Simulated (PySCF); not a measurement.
Exercise with solution: oscillator strength and radiative lifetime

InFBr₂, SMILES [Br][In]([F])[Br].

Geometry: B3LYP-D3(BJ)/def2-SVP. The structure was generated by enumeration; whether it is a known compound was not checked. The def2 effective core potentials stand for the cores of In; spin–orbit coupling is left out.

TDA-PBE/def2-SVPD (PySCF) puts the first singlet state with f over 0.02 at 4.76 eV (vertical), with the transition dipole (0.000, 0.657, 0.000) in atomic units.

Find the oscillator strength, the wavelength and the radiative lifetime that this transition would have in vacuum if emission retraced absorption.


|μ|² = 0.4316 au, so |μ| = 1.67 D. ΔE = 4.76/27.211 = 0.1749 hartree. f = (2/3) ΔE |μ|² = 0.050 (the program prints 0.050).
λ = 1239.84/4.76 = 260 nm; ν = 38392 cm⁻¹.
Einstein's coefficient A = 0.6670 ν² f s⁻¹ (ν in cm⁻¹) = 4.9e7 s⁻¹, so τ = 1/A = 20 ns. This state is S5; the lower singlets have f = 0.008, 0.000, 0.017, 0.012. The figure is the radiative limit of this one transition; relaxation, internal conversion, crossing to triplets and a medium change what is measured.
